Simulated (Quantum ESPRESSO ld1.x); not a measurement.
Input file for ld1.x (Quantum ESPRESSO 7.5):

```
 &input
    atom='K',
    iswitch=1,
    rel=2,
    dft='PZ',
    config='[He] 2s2 2p4',
    rel_dist='average',
    verbosity='high',
    lsmall=.true.,
    prefix='ld1',
    max_out_wfc=37,
    file_charge='ld1.rho',
 /
```

Output:

```
     Program LD1 v.7.5 starts

     --------------------------- All-electron run ----------------------------

     dirac relativistic calculation

     atomic number is 19.00
     dft =PZ   lsd =0 sic =0 latt =0  beta=0.20 tr2=1.0E-14
     Exchange-correlation= PZ
                           (   1   1   0   0   0   0   0)
     mesh =1945 r(mesh) = 100.23937 a.u. xmin = -8.00 dx = 0.00800
     1 Ry =  13.60569312 eV, c = 137.03599908

     n l j   nl                  e(Ry)          e(Ha)          e(eV)
     Spin orbit split results
     1 0 0.5 1S 1( 2.00)    -285.921890474    -142.960945237  -3890.1654989
     2 0 0.5 2S 1( 2.00)     -49.030185016     -24.515092508   -667.0896511
     2 1 0.5 2P 1( 1.33)     -44.585882839     -22.292941419   -606.6218395
     2 1 1.5 2P 1( 2.67)     -44.337869128     -22.168934564   -603.2474411
     Averaged results
     1 0     1S 1( 2.00)    -285.921890474    -142.960945237  -3890.1654989
     2 0     2S 1( 2.00)     -49.030185016     -24.515092508   -667.0896511
     2 1     2P 1( 4.00)     -44.420540365     -22.210270182   -604.3722406

     final scf error:  3.3E-15 reached in  17 iterations

     Etot =   -1065.108924 Ry,    -532.554462 Ha,  -14491.545158 eV

     Ekin =    1073.093860 Ry,     536.546930 Ha,   14600.185746 eV
     Encl =   -2325.650500 Ry,   -1162.825250 Ha,  -31642.087009 eV
     Eh   =     231.989889 Ry,     115.994944 Ha,    3156.383235 eV
     Exc  =     -44.542173 Ry,     -22.271086 Ha,    -606.027130 eV

     normalization and overlap integrals

     s(1S/1S) =  1.000000  <r> =   0.0811  <r2> =    0.0088  r(max) =   0.0531
     LC norm =  0.99540945 + SC norm =  0.00459055 =  1.00000000
     s(1S/2S) =  0.000000
     s(2S/2S) =  1.000000  <r> =   0.3679  <r2> =    0.1592  r(max) =   0.3084
     LC norm =  0.99915424 + SC norm =  0.00084576 =  1.00000000
     s(2P/2P) =  1.000000  <r> =   0.3233  <r2> =    0.1279  r(max) =   0.2485
     LC norm =  0.99917323 + SC norm =  0.00082677 =  1.00000000
     s(2P/2P) =  1.000000  <r> =   0.3254  <r2> =    0.1294  r(max) =   0.2505
     LC norm =  0.99917895 + SC norm =  0.00082105 =  1.00000000

     LC charge =  7.98583556 + SC charge =  0.01416444 =  8.00000000

     ------------------------ End of All-electron run ------------------------
```

Run on one thread of a shared host, so times are rough (Intel(R) Xeon(R) Processor @ 2.60GHz): 0.26 s of CPU time, 1.3 s wall, 17 iterations on 1945 mesh points.
